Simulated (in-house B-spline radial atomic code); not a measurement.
## Binding energies in the lutetium ion Lu³³⁺

NIST's tabulated ground configuration is [Kr] 4d2; each binding energy is the energy of the ion with one electron taken from that subshell, relaxed, less that of the parent. Level of theory: Dirac-Hartree-Fock, average of configuration, Fermi nucleus of rms radius 5.37 fm; calculated with a B-spline radial code for spherical atoms. Energies include first-order Breit, QED and recoil terms.

| subshell | X-ray name | binding energy (eV) | -ε (eV) | relaxation (eV) |
| --- | --- | --- | --- | --- |
| 1s | K | 64667.5 | 65032.0 | 59.1 |
| 2s | L1 | 12238.6 | 12300.9 | 24.9 |
| 2p1/2 | L2 | 11711.6 | 11777.1 | 29.1 |
| 2p3/2 | L3 | 10606.4 | 10656.9 | 26.4 |
| 3s | M1 | 3821.5 | 3835.6 | 6.3 |
| 3p1/2 | M2 | 3592.7 | 3606.9 | 7.0 |
| 3p3/2 | M3 | 3347.8 | 3358.6 | 6.2 |
| 4s | N1 | 1668.6 | 1671.8 | 0.9 |
| 4p1/2 | N2 | 1564.8 | 1567.8 | 1.0 |
| 4p3/2 | N3 | 1492.5 | 1494.6 | 0.8 |
| 4d | N4,5 | 1334.2 | 1335.6 | 0.9 |

Relaxation = -ε minus the binding energy without Breit, QED and recoil terms.

Emission lines follow as differences of binding energies, with λ = 12398.42 eV·Å / E:

| line | holes | energy (eV) | wavelength (Å) |
| --- | --- | --- | --- |
| K-L3 | 1s → 2p3/2 | 54061.1 | 0.22934 |
| K-L2 | 1s → 2p1/2 | 52955.9 | 0.23413 |
| K-M3 | 1s → 3p3/2 | 61319.7 | 0.20219 |
| L1-M3 | 2s → 3p3/2 | 8890.8 | 1.3945 |
| L3-M1 | 2p3/2 → 3s | 6784.9 | 1.8274 |

(1) What screening constant σ does Moseley's law, E = (3/4)·13.6057 eV·(Z - σ)², need for K-L3?

Moseley's non-relativistic formula needs a falling, then negative, screening constant for heavy elements, because relativity binds the 1s electron more strongly than the formula allows.

(2) What does it cost to remove both a 2p3/2 and a 4s electron?

(3) What does it cost to remove two 1s electrons?

Answers

(1) σ = -1.79.

(2) 12346 eV, which is 71.19 eV more than the two single binding energies together.

(3) 130690 eV, which is 1356 eV more than the two single binding energies together.
